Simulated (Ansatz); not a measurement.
Geometry optimisation of C3H8F2OSi, SMILES `CC(C)O[SiH](F)F`.

```yaml
crystal:
  periodic: [false, false, false]
  atoms:
    - {symbol: C, position_ang: [-0.565800, 1.324640, -0.373390]}
    - {symbol: C, position_ang: [-0.633540, -0.092860, 0.180460]}
    - {symbol: C, position_ang: [-1.512450, -0.994110, -0.680070]}
    - {symbol: O, position_ang: [0.649640, -0.676560, 0.231500]}
    - {symbol: Si, position_ang: [2.061730, -0.284170, 0.844990]}
    - {symbol: F, position_ang: [2.979700, -1.508650, 0.421970]}
    - {symbol: F, position_ang: [2.712690, 0.977490, 0.109260]}
    - {symbol: H, position_ang: [-0.123060, 1.309300, -1.365670]}
    - {symbol: H, position_ang: [0.048780, 1.952170, 0.267680]}
    - {symbol: H, position_ang: [-1.563270, 1.750040, -0.434010]}
    - {symbol: H, position_ang: [-1.029760, -0.065650, 1.205920]}
    - {symbol: H, position_ang: [-2.532170, -0.619810, -0.695120]}
    - {symbol: H, position_ang: [-1.126340, -1.022550, -1.695870]}
    - {symbol: H, position_ang: [-1.509800, -2.004580, -0.280130]}
    - {symbol: H, position_ang: [2.143660, -0.044690, 2.262470]}
basis:
  gaussian: {orbitals: def2-TZVP}
hamiltonian: {xc: pbe0, dispersion: d4}
relax: {f_tol: 0.005, max_steps: 150}
```

```sh
$ ansatz run in.yaml --threads 2 --pin off --events-out ev --progress --plain --max-ram 22528MiB --backend cuda --devices 0, --max-vram 18GiB
```

Output, abridged:

```
Functional definition: PBE0
mean field -18595.17518048 eV, -683.3600836202 hartree, gradient 1.9e-5 eV, S^2 0.000000; 0 other end points of the search recorded, 0 dependent functions left out
relax step   1: F+E_penalty+E_count = -18595.45296610 eV  Δ(F+E_penalty+E_count) = +0.000e0 eV  max|allowed force component| = 1.252e0 eV/Å  Δτ_max = 0.0000 Å  (29 SCF iters, accepted)
mean field -18595.21783151 eV, -683.3616510166 hartree, gradient 8.7e-6 eV, S^2 0.000000; 0 other end points of the search recorded, 0 dependent functions left out
relax step   2: F+E_penalty+E_count = -18595.49530609 eV  Δ(F+E_penalty+E_count) = -4.234e-2 eV  max|allowed force component| = 5.954e-1 eV/Å  Δτ_max = 0.0391 Å  (31 SCF iters, accepted)
mean field -18595.23560043 eV, -683.3623040123 hartree, gradient 8.3e-6 eV, S^2 0.000000; 0 other end points of the search recorded, 0 dependent functions left out
relax step   3: F+E_penalty+E_count = -18595.51315562 eV  Δ(F+E_penalty+E_count) = -1.785e-2 eV  max|allowed force component| = 1.100e-1 eV/Å  Δτ_max = 0.0648 Å  (30 SCF iters, accepted)
mean field -18595.23793749 eV, -683.3623898976 hartree, gradient 9.5e-6 eV, S^2 0.000000; 0 other end points of the search recorded, 0 dependent functions left out
relax step   4: F+E_penalty+E_count = -18595.51559499 eV  Δ(F+E_penalty+E_count) = -2.439e-3 eV  max|allowed force component| = 1.560e-1 eV/Å  Δτ_max = 0.0239 Å  (31 SCF iters, accepted)
mean field -18595.24245634 eV, -683.3625559625 hartree, gradient 1.2e-5 eV, S^2 0.000000; 0 other end points of the search recorded, 0 dependent functions left out
relax step   5: F+E_penalty+E_count = -18595.52076990 eV  Δ(F+E_penalty+E_count) = -5.175e-3 eV  max|allowed force component| = 9.480e-2 eV/Å  Δτ_max = 0.0892 Å  (30 SCF iters, accepted)
mean field -18595.24711172 eV, -683.3627270445 hartree, gradient 1.1e-5 eV, S^2 0.000000; 0 other end points of the search recorded, 0 dependent functions left out
relax step   6: F+E_penalty+E_count = -18595.52511315 eV  Δ(F+E_penalty+E_count) = -4.343e-3 eV  max|allowed force component| = 1.398e-1 eV/Å  Δτ_max = 0.0971 Å  (31 SCF iters, accepted)
mean field -18595.24975463 eV, -683.3628241696 hartree, gradient 1.0e-5 eV, S^2 0.000000; 0 other end points of the search recorded, 0 dependent functions left out
relax step   7: F+E_penalty+E_count = -18595.52744433 eV  Δ(F+E_penalty+E_count) = -2.331e-3 eV  max|allowed force component| = 7.950e-2 eV/Å  Δτ_max = 0.0349 Å  (31 SCF iters, accepted)
mean field -18595.25344061 eV, -683.3629596268 hartree, gradient 8.5e-6 eV, S^2 0.000000; 0 other end points of the search recorded, 0 dependent functions left out
relax step   8: F+E_penalty+E_count = -18595.53024364 eV  Δ(F+E_penalty+E_count) = -2.799e-3 eV  max|allowed force component| = 1.185e-1 eV/Å  Δτ_max = 0.0931 Å  (30 SCF iters, accepted)
mean field -18595.25563033 eV, -683.3630400976 hartree, gradient 9.7e-6 eV, S^2 0.000000; 0 other end points of the search recorded, 0 dependent functions left out
relax step   9: F+E_penalty+E_count = -18595.53208193 eV  Δ(F+E_penalty+E_count) = -1.838e-3 eV  max|allowed force component| = 1.141e-1 eV/Å  Δτ_max = 0.0703 Å  (30 SCF iters, accepted)
mean field -18595.25801224 eV, -683.3631276311 hartree, gradient 8.5e-6 eV, S^2 0.000000; 0 other end points of the search recorded, 0 dependent functions left out
relax step  10: F+E_penalty+E_count = -18595.53391390 eV  Δ(F+E_penalty+E_count) = -1.832e-3 eV  max|allowed force component| = 1.721e-1 eV/Å  Δτ_max = 0.0869 Å  (30 SCF iters, accepted)
mean field -18595.25962676 eV, -683.3631869638 hartree, gradient 9.9e-6 eV, S^2 0.000000; 0 other end points of the search recorded, 0 dependent functions left out
relax step  11: F+E_penalty+E_count = -18595.53539834 eV  Δ(F+E_penalty+E_count) = -1.484e-3 eV  max|allowed force component| = 1.735e-1 eV/Å  Δτ_max = 0.0625 Å  (30 SCF iters, accepted)
mean field -18595.26144770 eV, -683.3632538822 hartree, gradient 8.7e-6 eV, S^2 0.000000; 0 other end points of the search recorded, 0 dependent functions left out
relax step  12: F+E_penalty+E_count = -18595.53698045 eV  Δ(F+E_penalty+E_count) = -1.582e-3 eV  max|allowed force component| = 1.853e-1 eV/Å  Δτ_max = 0.0922 Å  (30 SCF iters, accepted)
mean field -18595.26228451 eV, -683.3632846342 hartree, gradient 9.8e-6 eV, S^2 0.000000; 0 other end points of the search recorded, 0 dependent functions left out
relax step  13: F+E_penalty+E_count = -18595.53781404 eV  Δ(F+E_penalty+E_count) = -8.336e-4 eV  max|allowed force component| = 1.891e-1 eV/Å  Δτ_max = 0.0540 Å  (30 SCF iters, accepted)
mean field -18595.26311200 eV, -683.3633150439 hartree, gradient 9.7e-6 eV, S^2 0.000000; 0 other end points of the search recorded, 0 dependent functions left out
relax step  14: F+E_penalty+E_count = -18595.53858961 eV  Δ(F+E_penalty+E_count) = -7.756e-4 eV  max|allowed force component| = 1.702e-1 eV/Å  Δτ_max = 0.0466 Å  (30 SCF iters, accepted)
mean field -18595.26383154 eV, -683.3633414865 hartree, gradient 9.6e-6 eV, S^2 0.000000; 0 other end points of the search recorded, 0 dependent functions left out
relax step  15: F+E_penalty+E_count = -18595.53931374 eV  Δ(F+E_penalty+E_count) = -7.241e-4 eV  max|allowed force component| = 1.432e-1 eV/Å  Δτ_max = 0.0603 Å  (30 SCF iters, accepted)
mean field -18595.26442672 eV, -683.3633633590 hartree, gradient 9.6e-6 eV, S^2 0.000000; 0 other end points of the search recorded, 0 dependent functions left out
relax step  16: F+E_penalty+E_count = -18595.53983021 eV  Δ(F+E_penalty+E_count) = -5.165e-4 eV  max|allowed force component| = 1.197e-1 eV/Å  Δτ_max = 0.0502 Å  (30 SCF iters, accepted)
mean field -18595.26489574 eV, -683.3633805954 hartree, gradient 9.3e-6 eV, S^2 0.000000; 0 other end points of the search recorded, 0 dependent functions left out
relax step  17: F+E_penalty+E_count = -18595.54030450 eV  Δ(F+E_penalty+E_count) = -4.743e-4 eV  max|allowed force component| = 8.202e-2 eV/Å  Δτ_max = 0.0453 Å  (30 SCF iters, accepted)
mean field -18595.26518454 eV, -683.3633912085 hartree, gradient 9.5e-6 eV, S^2 0.000000; 0 other end points of the search recorded, 0 dependent functions left out
relax step  18: F+E_penalty+E_count = -18595.54061298 eV  Δ(F+E_penalty+E_count) = -3.085e-4 eV  max|allowed force component| = 2.363e-2 eV/Å  Δτ_max = 0.0287 Å  (31 SCF iters, accepted)
mean field -18595.26537510 eV, -683.3633982113 hartree, gradient 9.3e-6 eV, S^2 0.000000; 0 other end points of the search recorded, 0 dependent functions left out
relax step  19: F+E_penalty+E_count = -18595.54077003 eV  Δ(F+E_penalty+E_count) = -1.570e-4 eV  max|allowed force component| = 1.019e-2 eV/Å  Δτ_max = 0.0348 Å  (31 SCF iters, accepted)
mean field -18595.26543504 eV, -683.3634004140 hartree, gradient 9.2e-6 eV, S^2 0.000000; 0 other end points of the search recorded, 0 dependent functions left out
relax step  20: F+E_penalty+E_count = -18595.54081748 eV  Δ(F+E_penalty+E_count) = -4.745e-5 eV  max|allowed force component| = 4.191e-2 eV/Å  Δτ_max = 0.0464 Å  (30 SCF iters, accepted)
mean field -18595.26546578 eV, -683.3634015440 hartree, gradient 9.5e-6 eV, S^2 0.000000; 0 other end points of the search recorded, 0 dependent functions left out
relax step  21: F+E_penalty+E_count = -18595.54085983 eV  Δ(F+E_penalty+E_count) = -4.235e-5 eV  max|allowed force component| = 1.411e-2 eV/Å  Δτ_max = 0.0032 Å  (33 SCF iters, accepted)
mean field -18595.26542469 eV, -683.3634000338 hartree, gradient 9.5e-6 eV, S^2 0.000000; 0 other end points of the search recorded, 0 dependent functions left out
relax step  22: F+E_penalty+E_count = -18595.54085987 eV  Δ(F+E_penalty+E_count) = -4.324e-8 eV  max|allowed force component| = 9.895e-3 eV/Å  Δτ_max = 0.0025 Å  (32 SCF iters, accepted)
mean field -18595.26545660 eV, -683.3634012065 hartree, gradient 9.5e-6 eV, S^2 0.000000; 0 other end points of the search recorded, 0 dependent functions left out
relax step  23: F+E_penalty+E_count = -18595.54087435 eV  Δ(F+E_penalty+E_count) = -1.448e-5 eV  max|allowed force component| = 4.569e-3 eV/Å  Δτ_max = 0.0032 Å  (32 SCF iters, accepted)
mean field -18595.26546637 eV, -683.3634015655 hartree, gradient 9.5e-6 eV, S^2 0.000000; 0 other end points of the search recorded, 0 dependent functions left out
relax step  24: F+E_penalty+E_count = -18595.54088145 eV  Δ(F+E_penalty+E_count) = -7.101e-6 eV  max|allowed force component| = 2.742e-3 eV/Å  Δτ_max = 0.0092 Å  (32 SCF iters, accepted)
mean field -18595.26546992 eV, -683.3634016959 hartree, gradient 9.4e-6 eV, S^2 0.000000; 0 other end points of the search recorded, 0 dependent functions left out
relax step  25: F+E_penalty+E_count = -18595.54088470 eV  Δ(F+E_penalty+E_count) = -3.250e-6 eV  max|allowed force component| = 2.934e-3 eV/Å  Δτ_max = 0.0128 Å  (31 SCF iters, accepted)
mean field -18595.26546992 eV, -683.3634016959 hartree, gradient 9.5e-6 eV, S^2 0.000000; 1 other end points of the search recorded, 0 dependent functions left out
Total energy: -18595.54091982 eV, -683.3735242931 hartree
Atom 0 at    -0.581361     1.364492    -0.625497 Å, force    -0.001946     0.000938     0.001232 eV/Å
Atom 1 at    -0.504290     0.014355     0.053579 Å, force     0.001069     0.000299    -0.002012 eV/Å
Atom 2 at    -1.507121    -0.975665    -0.491771 Å, force    -0.000206    -0.000174     0.000079 eV/Å
Atom 3 at     0.802110    -0.539508    -0.138685 Å, force     0.002934    -0.001355     0.001370 eV/Å
Atom 4 at     2.043723    -0.409266     0.874531 Å, force     0.000318     0.000778    -0.000427 eV/Å
Atom 5 at     3.240349    -1.225958     0.249847 Å, force    -0.001633     0.000656     0.000730 eV/Å
Atom 6 at     2.522594     1.096478     1.016449 Å, force    -0.000699    -0.001923    -0.000197 eV/Å
Atom 7 at    -0.395129     1.255821    -1.696421 Å, force     0.000034    -0.000669     0.000528 eV/Å
Atom 8 at     0.159658     2.052655    -0.214932 Å, force    -0.000091    -0.000332     0.000125 eV/Å
Atom 9 at    -1.572452     1.802647    -0.488101 Å, force    -0.000024     0.000821    -0.000370 eV/Å
Atom 10 at    -0.681365     0.142502     1.131256 Å, force    -0.000484     0.000730    -0.000356 eV/Å
Atom 11 at    -2.524312    -0.601869    -0.356934 Å, force     0.000004    -0.000074     0.000138 eV/Å
Atom 12 at    -1.333057    -1.134534    -1.558460 Å, force     0.000147    -0.000036     0.000158 eV/Å
Atom 13 at    -1.419503    -1.936337     0.018169 Å, force     0.000016     0.000151     0.000010 eV/Å
Atom 14 at     1.750166    -0.905803     2.226961 Å, force     0.000562     0.000190    -0.001008 eV/Å
Dipole moment:    -0.558507     0.038825     0.118768 e Å
```

It took 48 s on 2 threads of an AMD EPYC 7R13 on a shared host and a share of an NVIDIA H100 80 GB, with 0.96 GiB of host memory at the peak.
